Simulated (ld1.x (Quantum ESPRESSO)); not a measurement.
# An all-electron radial function and its pseudo partner (Pd (Z = 46))

Columns: radius, all-electron u(r) and pseudo u(r) of the 5s shell (level -11.04 eV) of palladium in the configuration [Kr] 4d9 5s0 5p0; PBE, scalar-relativistic, TM scheme, ld1.x (Quantum ESPRESSO) 7.5.

| r (bohr) | all-electron | pseudo |
| --- | --- | --- |
| 0.175 | 0.0412 | 0.0547 |
| 0.350 | 0.1441 | 0.1025 |
| 0.525 | -0.1464 | 0.1383 |
| 0.700 | -0.2998 | 0.1619 |
| 0.875 | -0.2547 | 0.1796 |
| 1.050 | -0.1000 | 0.2025 |
| 1.225 | 0.0848 | 0.2430 |
| 1.400 | 0.2567 | 0.3115 |
| 1.575 | 0.3984 | 0.4069 |
| 1.750 | 0.5059 | 0.5061 |
| 1.925 | 0.5814 | 0.5814 |
| 2.100 | 0.6292 | 0.6292 |
| 2.275 | 0.6543 | 0.6543 |
| 2.450 | 0.6613 | 0.6613 |
| 2.625 | 0.6542 | 0.6542 |
| 2.800 | 0.6366 | 0.6366 |
| 2.975 | 0.6116 | 0.6116 |
| 3.150 | 0.5813 | 0.5813 |
| 3.325 | 0.5476 | 0.5476 |
| 3.500 | 0.5120 | 0.5120 |
| 3.675 | 0.4755 | 0.4755 |
| 3.850 | 0.4391 | 0.4391 |
| 4.025 | 0.4034 | 0.4034 |
| 4.200 | 0.3688 | 0.3688 |
| 4.375 | 0.3357 | 0.3357 |
| 4.550 | 0.3045 | 0.3045 |

Q: How many radial nodes do the two functions have?

A: The all-electron 5s function has n − l − 1 = 4 (the table is too coarse to show those close to the nucleus); the pseudo-wave has 0, since the states of the same l below it are removed with the core.

Q: At about which radius was the pseudo-wave matched?

A: 1.85 bohr, where the columns begin to agree (steps of 0.17 bohr).

Q: Is the pseudo-wave norm-conserving?

A: Yes: the TM scheme keeps the norm inside the radius equal to the all-electron one, which fixes the energy derivative of the logarithmic derivative at the level.
